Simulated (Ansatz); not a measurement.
Reaction (ligand exchange at the Si–N bond): `F[SiH2][NH][AlH2]` + `[OH][GeH3]` → `F[SiH2][O][GeH3]` + `[NH2][AlH2]`

Isolated molecules relaxed with PBE0-D4/def2-TZVP in Ansatz; ΔE leaves out vibrations. CCSD(T)/CBS is the MP2 limit (def2-TZVPP, def2-QZVPP) plus CCSD(T) − MP2 in def2-TZVPP, frozen cores. This one scheme is used for every species. Functionals use def2-TZVPP. B3LYP here is the variant with VWN-RPA as its local correlation; programs differ in this. HSE06 is defined as in plane-wave codes. For Ge outer-core shells are correlated without core-valence functions, which leaves a few kJ/mol of doubt a bond. Scalar relativity is left out up to krypton. Each species was taken in one conformer, which may not be the lowest.

```
             level  ΔE (kJ/mol)  difference from CCSD(T)/CBS
       LDA (SPW92)        -46.8                          6.2
            PBE-D4        -46.3                          6.7
         revPBE-D4        -44.9                          8.1
           BLYP-D4        -53.1                         -0.1
         r2SCAN-D4        -52.6                          0.4
            B97M-V        -54.9                         -1.9
           PBE0-D4        -48.6                          4.4
          B3LYP-D4        -54.9                         -1.9
        r2SCAN0-D4        -53.2                         -0.2
          HSE06-D4        -48.4                          4.6
          BHLYP-D4        -58.6                         -5.6
      CAM-B3LYP-D4        -57.1                         -4.1
           ωB97X-V        -53.0                          0.0
            B2PLYP        -55.1                         -2.1
          PBE-QIDH        -51.2                          1.8
               PBE        -46.5                          6.5
            revPBE        -46.5                          6.5
              BLYP        -53.9                         -0.9
            r2SCAN        -52.6                          0.4
              PBE0        -48.7                          4.3
             B3LYP        -55.3                         -2.3
           r2SCANh        -52.8                          0.2
           r2SCAN0        -53.2                         -0.2
             BHLYP        -58.7                         -5.7
         CAM-B3LYP        -57.1                         -4.1
           LC-ωPBE        -51.4                          1.6
RPA@PBE/def2-TZVPP        -52.3                          0.7
       HF/def2-SVP        -57.0                         -4.0
     CCSD/def2-SVP        -51.4                          1.6
  CCSD(T)/def2-SVP        -50.3                          2.7
     HF/def2-TZVPP        -63.9                        -10.9
    MP2/def2-TZVPP        -52.6                          0.4
SCS-MP2/def2-TZVPP        -54.9                         -1.9
   CCSD/def2-TZVPP        -54.7                         -1.7
CCSD(T)/def2-TZVPP        -52.9                          0.1
     HF/def2-QZVPP        -65.0                        -12.0
    MP2/def2-QZVPP        -53.0                          0.0
SCS-MP2/def2-QZVPP        -55.3                         -2.3
     MP2/CBS(def2)        -52.6                          0.4
    CCSD/CBS(def2)        -54.8                         -1.8
       CCSD(T)/CBS        -53.0                            0
```

Largest T1 diagnostic among the species: 0.012.

In def2-TZVPP, CCSD(T) changes the Hartree–Fock value by +11.0 kJ/mol (the triples alone add +1.8 kJ/mol) and MP2 by +11.3 kJ/mol. From BLYP to BHLYP (50 % exact exchange), in def2-TZVPP and without D4, ΔE moves by −4.8 kJ/mol. Leaving LDA and LC-ωPBE aside and taking each functional with its dispersion term where it has one, the values spread over 13.7 kJ/mol, from BHLYP-D4 to revPBE-D4.
